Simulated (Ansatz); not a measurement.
Stepwise reaction of `C[S][Zn][S]C` with hydrogen, as a gas-phase model of exchange steps in deposition or etching. ΔE in kJ/mol; ΔG adds harmonic PBE0-D4 terms to CCSD(T)/CBS, at 1 bar.

Isolated molecules relaxed with PBE0-D4/def2-TZVP in Ansatz; ΔE leaves out vibrations. CCSD(T)/CBS is the MP2 limit (def2-TZVPP, def2-QZVPP) plus CCSD(T) − MP2 in def2-TZVPP, frozen cores. This one scheme is used for every species. Functionals use def2-TZVPP. B3LYP here is the variant with VWN-RPA as its local correlation; programs differ in this. For Zn outer-core shells are correlated without core-valence functions, which leaves a few kJ/mol of doubt a bond. Scalar relativity is left out up to krypton. One conformer a species, not always the lowest.

```tsv
step	reaction	PBE-D4	B3LYP-D4	ωB97M-V	CCSD(T)/CBS	ΔG(500 K)
1	`C[S][Zn][S]C` + H₂ → `C[S][ZnH]` + CH₃SH	65.0	61.6	58.5	70.2	57.2
```

**Question.** Give the row of step 2, `C[S][ZnH]` + H₂ → `[ZnH2]` + CH₃SH. (Best estimate.)

**Answer.** Computed: 
```
step                             reaction  PBE-D4  B3LYP-D4  ωB97M-V  CCSD(T)/CBS  ΔG(500 K)
   2  `C[S][ZnH]` + H₂ → `[ZnH2]` + CH₃SH    69.2      65.1     63.1         72.9       72.0
```

**Question.** By hand: ΔE of the 2 steps together at CCSD(T)/CBS.

**Answer.** (70.2) + (72.9) = 143.1 kJ/mol, or 71.6 kJ/mol a step.

In ΔE the steps differ by no more than 2.7 kJ/mol. All are uphill at CCSD(T)/CBS. ΔG lies between 57.2 and 72.0 kJ/mol a step. PBE-D4 differs from CCSD(T)/CBS by -5.2 to -3.7 kJ/mol a step. Isolated molecules leave out the surface, adducts and barriers. Largest T1 diagnostic: 0.016.
